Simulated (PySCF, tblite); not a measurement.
Isomers of C7H12ClFO. Computed with GFN2-xTB (tblite): harmonic, unscaled wavenumbers at the GFN2-xTB geometry, gas phase. The method is semi-empirical: single wavenumbers can be off by several per cent or more. One conformer each.

Electronic energies: PBE0/pcSseg-1 single points on the GFN2-xTB geometries (PySCF, gas phase).

```tsv
SMILES	electronic energy, lowest = 0 (kJ/mol)
CC(C)(C)C[C@H](F)C(=O)Cl	14.7
CC[C@](F)(C(=O)Cl)C(C)C	0.0
CC(C)C[C@](C)(F)C(=O)Cl	5.4
C[C@@H]1CC[C@](F)(Cl)COC1	43.5
CC(C)[C@@H](C)[C@@H](F)C(=O)Cl	22.1
```

Q: How do GFN2-xTB zero-point energies change the relative energies?

A: 
| SMILES | ZPE (kJ/mol) | of it from modes above 1550 cm⁻¹ | electronic (kJ/mol) | with ZPE, lowest = 0 (kJ/mol) | lowest mode (cm⁻¹) | rings |
| --- | --- | --- | --- | --- | --- | --- |
| CC[C@](F)(C(=O)Cl)C(C)C | 467.5 | 228.3 | 0.0 | 0.0 | 40 | 0 |
| CC(C)C[C@](C)(F)C(=O)Cl | 467.3 | 228.4 | 5.4 | 5.2 | 35 | 0 |
| CC(C)(C)C[C@H](F)C(=O)Cl | 467.4 | 227.7 | 14.7 | 14.6 | 18 | 0 |
| CC(C)[C@@H](C)[C@@H](F)C(=O)Cl | 468.7 | 227.0 | 22.1 | 23.3 | 42 | 0 |
| C[C@@H]1CC[C@](F)(Cl)COC1 | 475.8 | 214.0 | 43.5 | 51.8 | 57 | 1 |

The zero-point energies span 8.5 kJ/mol, from `CC(C)C[C@](C)(F)C(=O)Cl` to `C[C@@H]1CC[C@](F)(Cl)COC1`. The order is unchanged.

Q: And how do the electronic energies of GFN2-xTB itself compare?

A: `CC[C@](F)(C(=O)Cl)C(C)C` 14.9; `CC(C)C[C@](C)(F)C(=O)Cl` 14.6; `CC(C)(C)C[C@H](F)C(=O)Cl` 23.2; `CC(C)[C@@H](C)[C@@H](F)C(=O)Cl` 29.9; `C[C@@H]1CC[C@](F)(Cl)COC1` 0.0 kJ/mol, lowest = 0. Against the energies above, taken from the same isomer `CC[C@](F)(C(=O)Cl)C(C)C`, the largest difference is 58.4 kJ/mol.

Q: What do entropy and thermal enthalpy add at 298.15 K and 1 bar (rigid rotor, harmonic oscillator, one conformer each)?

A: 
```tsv
SMILES	point group	symmetry number	S (J/(mol K))	H − H(0) (kJ/mol)	ZPE + H − H(0) − TS (kJ/mol)
CC[C@](F)(C(=O)Cl)C(C)C	C1	1	454.0	34.48	366.6
CC(C)C[C@](C)(F)C(=O)Cl	C1	1	454.6	34.37	366.1
CC(C)[C@@H](C)[C@@H](F)C(=O)Cl	C1	1	453.9	33.87	367.2
C[C@@H]1CC[C@](F)(Cl)COC1	C1	1	410.8	29.12	382.4
```

Not tabulated: `CC(C)(C)C[C@H](F)C(=O)Cl` (lowest mode only 18 cm⁻¹).
